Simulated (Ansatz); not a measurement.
```yaml
crystal:
  periodic: [false, false, false]
  atoms:
    - {symbol: C, position_ang: [1.301815, 0.882848, -0.730853]}
    - {symbol: C, position_ang: [0.296527, -0.077392, -0.086069]}
    - {symbol: C, position_ang: [0.925157, -1.464548, 0.084609]}
    - {symbol: C, position_ang: [-0.973964, -0.151821, -0.887020]}
    - {symbol: C, position_ang: [-2.009202, 0.270017, -0.150347]}
    - {symbol: C, position_ang: [-1.524362, 0.652897, 1.175777]}
    - {symbol: C, position_ang: [-0.200745, 0.458799, 1.227871]}
    - {symbol: H, position_ang: [2.196156, 0.975742, -0.109388]}
    - {symbol: H, position_ang: [1.610201, 0.513006, -1.712081]}
    - {symbol: H, position_ang: [0.864871, 1.875128, -0.857599]}
    - {symbol: H, position_ang: [1.227801, -1.870188, -0.884183]}
    - {symbol: H, position_ang: [0.217716, -2.157818, 0.543417]}
    - {symbol: H, position_ang: [1.813751, -1.407447, 0.718513]}
    - {symbol: H, position_ang: [-1.005061, -0.502477, -1.910938]}
    - {symbol: H, position_ang: [-3.042533, 0.325188, -0.468446]}
    - {symbol: H, position_ang: [-2.149159, 1.030692, 1.975092]}
    - {symbol: H, position_ang: [0.451032, 0.647383, 2.071646]}
basis:
  gaussian: {orbitals: def2-SVP, nuclear_model: gaussian}
magnetization: {spin_polarized: true, initial_magnetization: 1}
hamiltonian: {xc: {name: HSE06}}
correlation: {method: rpa}
```

```sh
$ ansatz run in.yaml --threads 2 --pin off --events-out ev --progress --plain --max-ram 22528MiB --backend cpu
```

It prints (some lines left out):

```
Error: a molecule whose nuclei and cores have a total charge of 52 cannot have a net charge of 0 together with 1 unpaired electrons
```

Q: What is wrong with this run?

A: The number of unpaired electrons doesn't fit the electron count. The program refused the input.

HSE06 is defined as in plane-wave codes.
